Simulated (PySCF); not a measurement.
**Electronic structure of V⁺ (vanadium, charge +1) at the UHF level**

Configuration: [Ar] 3d4, high-spin 5D determinant. All numbers are calculated (PySCF 2.14, no relativity, point nucleus, in def2-TZVP (6s4p4d1f, 45 functions)).

- Total energy: -942.656164 hartree
- One-electron energy: -1292.4136 hartree
- Hartree (Coulomb) energy: 394.0902 hartree
- Exchange energy: -44.3328 hartree
- Kinetic energy: 942.49587 hartree
- ⟨S²⟩: 6.0009
- ⟨L²⟩: 6.017
- Sum of ⟨r⟩: 16.38 bohr
- Sum of ⟨r²⟩: 21.63 bohr²
- Traceless quadrupole moment −½Σ⟨3z² − r²⟩ along its main axis: -0.879 e·bohr²
- Density at the nucleus (Gaussians lack the cusp): 7950 bohr⁻³
- Spin density at the nucleus: -0.627 bohr⁻³
- Langevin diamagnetic susceptibility: -17.1 ×10⁻⁶ cm³/mol
- Time after the integrals: 0.1 s of wall time on 1 thread of AMD EPYC 9R45 96-Core Processor (shared host)

```
shell  electrons  mean orbital energy (eV)  spread (eV)  rms radius, mean of both spins (bohr)
 1s β          1                   -5485.3            0                                 0.0776
 1s α          1                   -5485.3            0                                 0.0776
 2s α          1                   -651.83            0                                  0.335
 2s β          1                   -650.00            0                                  0.335
 2p α          3                   -547.17        0.056                                  0.304
 2p β          3                   -545.34        0.587                                  0.304
 3s α          1                   -91.721            0                                   1.04
 3s β          1                   -84.890            0                                   1.04
 3p α          3                   -61.451        1.032                                   1.13
 3p β          3                   -52.935        1.669                                   1.13
 3d α          4                   -15.943        1.496                                   1.66
```
